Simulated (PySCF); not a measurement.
# Removal energies of Te²⁴⁺ from EOM-IP-GCCSD

Reference: closed-shell Te²⁴⁺, [Ar] 3d10; one electron is removed. Calculated with PySCF 2.14, two-component X2C-1e with screened spin-orbit coupling, an uncontracted even-tempered set (19 s from 1.1 bohr⁻², ratio 2.6; 15 p from 1.4 bohr⁻², ratio 2.6; 10 d from 1.4 bohr⁻², ratio 2.6; 6 f from 1.4 bohr⁻², ratio 2.8); frozen [Ar]; the 100 highest virtual spinors dropped; of the others 70 kept and the rest restored at second order. No Breit or QED terms. Binding energies in eV.

| level | Koopmans | second order | EOM-CCSD |
| --- | --- | --- | --- |
| 3d3/2 | 1320.6 | 1319.6 | 1319.8 |
| 3d5/2 | 1309.1 | 1308.2 | 1308.3 |

For comparison, the ionisation energy of Te²⁴⁺ is 1304 ± 4 eV (theoretical estimate listed by NIST; NIST Atomic Spectra Database, ionization energies).
